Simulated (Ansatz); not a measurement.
Isolated molecules relaxed with PBE0-D4/def2-TZVP in Ansatz; ΔE leaves out vibrations. CBS: MP2 limit from def2 TZ/QZ plus the TZ coupled-cluster correction, frozen cores. DFT in def2-TZVPP. B3LYP here is the variant with VWN-RPA as its local correlation; programs differ in this. HSE06 is defined as in plane-wave codes. Elements past krypton have def2 core potentials. For Ti, Y outer-core shells are correlated without core-valence functions, which leaves a few kJ/mol of doubt a bond. Scalar relativity is left out up to krypton. One conformer a species, not always the lowest.

Consider the redistribution: `[NH2][Ti]([Cl])([Cl])[Cl]` + `[OH][Y]([F])[F]` → `[OH][Ti]([Cl])([Cl])[Cl]` + `[NH2][Y]([F])[F]`.

`[NH2][Ti]([Cl])([Cl])[Cl]`:

Cartesian coordinates in Å:
```
N -0.056 1.157 0.199
Ti 0.013 -0.657 -0.094
Cl -1.975 -1.277 -0.741
Cl 1.467 -1.079 -1.679
Cl 0.675 -1.585 1.765
H 0.553 1.653 0.837
H -0.678 1.788 -0.288
```

`[OH][Y]([F])[F]`:

Cartesian coordinates in Å:
```
O -0.003 0.146 1.415
Y 0.001 -0.061 -0.585
F 1.114 1.155 -1.730
F -1.107 -1.484 -1.462
H -0.005 0.244 2.362
```

`[OH][Ti]([Cl])([Cl])[Cl]`:

```xyz
6

O     1.021    0.766    0.556
Ti   -0.276   -0.105   -0.221
Cl   -1.075    1.092   -1.858
Cl    0.487   -2.002   -0.974
Cl   -1.836   -0.519    1.243
H     1.679    0.768    1.253
```

`[NH2][Y]([F])[F]`:

```xyz
6

N    -0.478    0.410   -0.995
Y     0.387   -0.334    0.807
F     2.314   -0.893    0.766
F    -0.774   -0.429    2.440
H    -1.431    0.729   -1.126
H    -0.019    0.517   -1.892
```

```tsv
level	ΔE (kJ/mol)	difference from CCSD(T)/CBS
LDA (SPW92)	15.6	-12.6
PBE-D4	16.5	-11.7
revPBE-D4	17.6	-10.6
BLYP-D4	19.1	-9.1
r2SCAN-D4	18.0	-10.2
B97M-V	18.3	-9.9
PBE0-D4	19.9	-8.3
r2SCANh-D4	19.2	-9.0
r2SCAN0-D4	20.7	-7.5
HSE06-D4	19.5	-8.7
BHLYP-D4	23.9	-4.3
CAM-B3LYP-D4	22.8	-5.4
B2PLYP	22.0	-6.2
PBE-QIDH	22.7	-5.5
PBE	15.1	-13.1
revPBE	14.4	-13.8
BLYP	16.2	-12.0
r2SCAN	17.5	-10.7
PBE0	18.6	-9.6
B3LYP	19.2	-9.0
r2SCANh	18.7	-9.5
r2SCAN0	20.3	-7.9
HSE06	18.3	-9.9
BHLYP	22.2	-6.0
CAM-B3LYP	21.4	-6.8
LC-ωPBE	22.2	-6.0
RPA@PBE/def2-TZVPP	19.9	-8.3
HF/def2-SVP	29.8	1.6
MP2/def2-SVP	24.7	-3.5
CCSD/def2-SVP	25.6	-2.6
CCSD(T)/def2-SVP	24.1	-4.1
HF/def2-TZVPP	22.0	-6.2
MP2/def2-TZVPP	26.5	-1.7
SCS-MP2/def2-TZVPP	25.9	-2.3
CCSD/def2-TZVPP	22.6	-5.6
CCSD(T)/def2-TZVPP	22.4	-5.8
MP2/def2-QZVPP	30.3	2.1
HF/CBS(def2)	23.5	-4.7
MP2/CBS(def2)	32.3	4.1
CCSD/CBS(def2)	28.5	0.3
CCSD(T)/CBS	28.2	0
```

What do rigid-rotor, harmonic-oscillator terms from PBE0-D4/def2-TZVP frequencies (298.15 K, 1 bar) make of the CCSD(T)/CBS value? (Estimate.)

Computed: ΔZPE = -0.2 kJ/mol, ΔH = +27.9 kJ/mol, ΔS = -6 J/(mol·K), ΔG = +29.6 kJ/mol. Modes under 50 cm⁻¹ make the entropy rough.

Largest T1 diagnostic among the species: 0.025, so the coupled-cluster value is less sure than usual.

Leaving LDA and LC-ωPBE aside and taking each functional with its dispersion term where it has one, the values spread over 7.4 kJ/mol, from PBE-D4 to BHLYP-D4. From BLYP to BHLYP (50 % exact exchange), in def2-TZVPP and without D4, ΔE moves by +6.0 kJ/mol.
